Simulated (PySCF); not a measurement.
Problem. Write Cartesian coordinates for `C[S][GeH2][F]` as optimised with PBE0-D3(BJ)/def2-SVP.

Solution. 
```xyz
9
CH5FGeS angstrom
C      1.547   -0.174    0.105
S      0.283   -0.907    1.197
Ge    -1.507    0.035    0.344
F     -1.502    1.745    0.706
H      2.493   -0.683    0.333
H      1.308   -0.338   -0.956
H      1.662    0.900    0.301
H     -2.745   -0.563    1.018
H     -1.480   -0.033   -1.191
```

Any rigid rotation of these coordinates is as good. Atoms count from 1 in this order. Ge3 (germanium bonded to F, S and 2 H) is distorted tetrahedral (angles from 104.5° to 115.9°).

Bonds between heavy atoms (Å): C1–S2 1.824, S2–Ge3 2.195, Ge3–F4 1.748.

Computed with PySCF, PBE0-D3(BJ)/def2-SVP geometry optimisation, gas phase.

Point group: C1 (no symmetry element, even within 0.4 Å). PBE0-D3(BJ)/def2-SVP frequencies: not computed here. The numbers are those of one conformer (C1–S2–Ge3–F4 -70°).

On Arm Neoverse V2, one thread, no GPU, shared host, this took 46 s wall and 0.43 GiB of memory at its peak. That covers the optimisation of the geometry.
